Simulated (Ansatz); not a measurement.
`[BH2][Al]1[CH2][NH]1` + H₂ → `[CH2]1[NH][AlH]1` + BH₃  (hydrogenolysis of the Al–B bond)

Program: Ansatz. Geometries: PBE0-D4/def2-TZVP. ΔE: electronic, gas phase. CCSD(T)/CBS is the MP2 limit (def2-TZVPP, def2-QZVPP) plus CCSD(T) − MP2 in def2-TZVPP, frozen cores. This one scheme is used for every species. DFT in def2-TZVPP.

`[BH2][Al]1[CH2][NH]1`:

Z-matrix (Å, degrees):
```
C
Al 1 1.941
N 1 1.486 2 58.9
H 1 1.093 2 122.0 3 103.1
H 1 1.093 2 121.9 3 -103.3
B 2 2.105 1 164.9 3 178.3
H 3 1.005 1 121.9 2 -176.8
H 6 1.196 2 121.6 1 -84.1
H 6 1.196 2 121.8 1 93.3
```

H₂:

```xyz
2

H     0.210   -0.217   -0.219
H    -0.210    0.217    0.219
```

`[CH2]1[NH][AlH]1`:

```xyz
7

C    -0.609   -0.241    0.536
N     0.049   -0.393   -0.811
Al    0.913    0.820    0.049
H    -1.631    0.147    0.518
H    -0.538   -1.111    1.194
H    -0.296   -1.055   -1.483
H     2.112    1.834   -0.003
```

BH₃:

Cartesian coordinates in Å:
```
B 0.000 0.000 0.000
H -1.047 0.401 -0.408
H 1.018 0.382 -0.492
H 0.029 -0.783 0.900
```

```json
{"species": "`[BH2][Al]1[CH2][NH]1`", "r2SCAN energy (Eh)": "-363.00778"}
{"species": "H₂", "r2SCAN energy (Eh)": "-1.17128"}
{"species": "`[CH2]1[NH][AlH]1`", "r2SCAN energy (Eh)": "-337.60264"}
{"species": "BH₃", "r2SCAN energy (Eh)": "-26.58636"}
```

(1) Work out ΔE.

Largest T1 diagnostic among the species: 0.016.

Results:

(1) ΔE = (-337.60264) + (-26.58636) − (-363.00778) − (-1.17128) = -0.00994 Eh = -6.2 kcal/mol. CCSD(T)/CBS gives -8.1 kcal/mol.

From BLYP to BHLYP (50 % exact exchange), in def2-TZVPP and without D4, ΔE moves by −3.9 kcal/mol. In def2-TZVPP, CCSD(T) changes the Hartree–Fock value by +6.2 kcal/mol (the triples alone add +1.1 kcal/mol) and MP2 by +5.4 kcal/mol.
